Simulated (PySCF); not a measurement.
## How methods differ on the excitation energy of Si

Si [Ne] 3s2 3p2 (3P) → Si [Ne] 3s2 3p1 4s1 (3P), as a difference of total energies. All numbers are calculated (PySCF 2.14, no relativity, point nucleus, in aug-cc-pV(Q+d)Z (7s6p5d3f2g, 89 functions)). Correlated levels: valence: [Ne] frozen. The calculations carry no spin-orbit coupling.

| method | excitation energy (eV) |
| --- | --- |
| UHF | 4.758 |
| MP2 (valence) | 4.991 |
| SCS-MP2 (valence) | 4.954 |
| CCSD (valence) | 4.981 |
| CCSD(T) (valence) | 4.999 |

Q: How much does correlation contribute at CCSD(T) (valence)?

A: 4.999 − (4.758) = 0.241 eV, measured against UHF.

The promoted electron is Rydberg-like, and one or two diffuse shells describe it only roughly, which tends to raise the upper state.
